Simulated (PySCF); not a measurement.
**How methods differ on the interval between two levels of Yb⁺**

Yb⁺ [Xe] 4f14 6s1 [2S1/2, M_J = 1/2] → Yb⁺ [Xe] 4f13 6s1 6p1 [4G11/2, M_J = 11/2], as a difference of total energies. Computed with PySCF 2.14 in x2c-TZVPall-2c with one added diffuse shell each of s, p, d, f type (12s12p11d5f1g, 147 functions), with the two-component X2C-1e Hamiltonian. Correlated levels: [Ar] 3d10 frozen; the 18 highest virtual spinors dropped. "Screened" scales the spin-orbit matrix elements by Boettger's factors to mimic the two-electron term; Breit and QED terms are absent.

```
                    method  interval between two levels (cm⁻¹)
 GHF (screened spin-orbit)                               16932
GMP2 (screened spin-orbit)                               65576
```

The labels give the starting determinants; with spin-orbit coupling the two ends relaxed to ⟨J²⟩ = 0.75, ⟨L²⟩ = 0.11, ⟨S²⟩ = 0.86 and ⟨J²⟩ = 35.79, ⟨L²⟩ = 20.13, ⟨S²⟩ = 3.85.
